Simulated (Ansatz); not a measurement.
`O[Si](O)(F)Cl`, relaxed with RKS PBE0-D4/def2-TZVP in the Gaussian-basis code of Ansatz from a GFN2-xTB geometry. The force threshold is 0.005 eV/Å; the program also tests the step.

Total charge 0; spin multiplicity 1.

Start:

```xyz
7

O    -1.225    0.611   -0.105
Si    0.248   -0.039   -0.185
O     0.798   -0.297    1.298
F     0.090   -1.449   -0.948
Cl    1.588    1.048   -1.159
H    -1.745    0.794   -0.884
H     0.246   -0.669    1.983
```

Problem. How much energy does the relaxation release, and in how many steps? (Best estimate.)

Solution. Ansatz gave: 4.67 kJ/mol, in 14 steps, 2 of them rejected.

Problem. Which bonds change most? (Best estimate.)

Solution. The calculation gave: Si2–Cl5 from 1.981 to 2.024 Å; Si2–F4 from 1.611 to 1.584 Å; Si2–O3 from 1.602 to 1.612 Å; O1–Si2 from 1.613 to 1.620 Å.

Problem. Give the relaxed structure. (Estimate.)

Solution. Ansatz gave: 
```xyz
7

O    -1.212    0.612   -0.059
Si    0.245   -0.085   -0.184
O     0.814   -0.369    1.297
F     0.111   -1.425   -1.019
Cl    1.588    1.059   -1.175
H    -1.727    0.762   -0.852
H     0.181   -0.554    1.993
```
